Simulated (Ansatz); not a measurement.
C₄H₇ (SMILES C=C([CH2-])C), charge -1, singlet, at a GFN2-xTB geometry (a gas-phase anion, which may not be bound at this level); BLYP/6-31G** (Ansatz, a quantum-chemistry and plane-wave program).

Ansatz was given this input:
Ansatz 0.2 input:
```yaml
crystal:
  periodic: [false, false, false]
  atoms:
    - {symbol: C, position_ang: [-0.19024082, 0.13060277, 1.42330928]}
    - {symbol: C, position_ang: [-0.00498966, 0.11664803, 0.05908609]}
    - {symbol: H, position_ang: [-0.28744948, 1.05632604, 1.97577308]}
    - {symbol: H, position_ang: [-0.20755370, -0.77968074, 2.01169741]}
    - {symbol: C, position_ang: [0.08676696, 1.20492954, -0.78061181]}
    - {symbol: H, position_ang: [0.17732246, 1.09117949, -1.85501323]}
    - {symbol: H, position_ang: [-0.03223483, 2.21755638, -0.41733078]}
    - {symbol: C, position_ang: [0.10356375, -1.24871026, -0.60034753]}
    - {symbol: H, position_ang: [0.36600386, -2.02101005, 0.12619141]}
    - {symbol: H, position_ang: [-0.84814294, -1.53662037, -1.06173446]}
    - {symbol: H, position_ang: [0.86145311, -1.24857125, -1.38819972]}
basis:
  gaussian:
    orbitals: 6-31G__.json
hamiltonian:
  xc: blyp
total_charge: -1
accuracy: high
```
The basis file holds 6-31G** in the JSON format of the Basis Set Exchange.

It wrote (shortened):

```
Functional definition: BLYP
2266 factors; integrals over basis functions are off by at most 3.6e-9 eV
mean field evaluation 1: about -4250.6156 eV, gradient 5.2e1 eV
mean field evaluation 2: about -4242.3602 eV, gradient 7.4e1 eV
mean field evaluation 4: about -4257.5439 eV, gradient 6.5e0 eV
mean field evaluation 8: about -4257.6535 eV, gradient 1.6e-1 eV
mean field evaluation 16: about -4257.6536 eV, gradient 4.9e-6 eV
mean field -4257.65359290 eV, -156.4658835980 hartree, gradient 1.6e-8 eV, S^2 0.000000; 0 other end points of the search recorded, 0 dependent functions left out
reference -4257.65364819 eV, -156.4658856299 hartree; 16, 16 occupied and 79, 79 virtual orbitals, 2266 factors
Total energy: -4257.65364819 eV, -156.4658856299 hartree
```
